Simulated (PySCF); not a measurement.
**Correlation energy of Se(3+) (selenium, charge +3)**

[Ar] 3d10 4s2 4p1, 2P determinant. Calculation: PySCF 2.14, in def2-SVP (5s4p3d, 32 functions); no relativity, point nucleus. Frozen: [Ar] 3d10; 3 electrons correlated.

MP2 pair energies summed by pair of shells (mhartree):

```csv
pair,energy,share (%)
4s-4s,-21.23,58.2
4s-4p,-15.27,41.8
```

Total MP2 correlation energy: -36.50 mhartree.

Same-spin part -2.16 and opposite-spin part -34.33 mhartree; SCS-MP2 scales them by 1/3 and 6/5 to -41.92 mhartree.

| level | correlation energy (mhartree) |
| --- | --- |
| CCSD | -53.06 |
| (T) | -0.45 |
| CCSD(T) | -53.51 |

Diagnostics: T1 = 0.0076, D1 = 0.0182, largest double amplitude 0.100.

Q: Is a single reference adequate?

A: Mostly. T1 lies below 0.03, but a double amplitude of this size points to a near-degeneracy that CCSD handles and MP2 describes poorly.
